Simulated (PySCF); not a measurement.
## P²⁺ (phosphorus, charge +2) across methods

[Ne] 3s2 3p1, 2P determinant. Computed with PySCF 2.14 in dyall-av3z (19s12p3d2f, 84 functions), with the non-relativistic Hamiltonian (point nucleus). The B2PLYP total includes its PT2 part (frozen core); its orbital energies are those of the SCF part.

| method | E (hartree) | mean ε 3s α (eV) | mean ε 3s β (eV) | mean ε 3p α (eV) | Σ⟨r²⟩ (bohr²) | ⟨S²⟩ |
| --- | --- | --- | --- | --- | --- | --- |
| TPSSh | -340.1744 | -35.147 | -33.634 | -25.798 | 13.91 | 0.756 |
| PBE | -340.0026 | -34.249 | -33.104 | -24.951 | 13.92 | 0.754 |
| BP86 | -340.1891 | -34.346 | -33.277 | -25.009 | 13.88 | 0.753 |
| LDA | -338.8881 | -34.330 | -33.259 | -24.808 | 13.92 | 0.751 |
| UHF | -339.65025 | -40.057 | -37.074 | -29.976 | 14.09 | 0.763 |
| r2SCAN | -340.1254 | -34.589 | -33.264 | -25.404 | 13.95 | 0.758 |
| B2PLYP | -340.0530 | -37.424 | -35.482 | -27.619 | 13.99 | 0.757 |
| CAM-B3LYP | -340.1750 | -37.461 | -35.975 | -27.728 | 13.94 | 0.754 |

(1) Estimate the same row for PBE0.

## Answers

(1) E (hartree) = -340.0302; mean ε 3s α (eV) = -35.914; mean ε 3s β (eV) = -34.397; mean ε 3p α (eV) = -26.366; Σ⟨r²⟩ (bohr²) = 13.92; ⟨S²⟩ = 0.755.
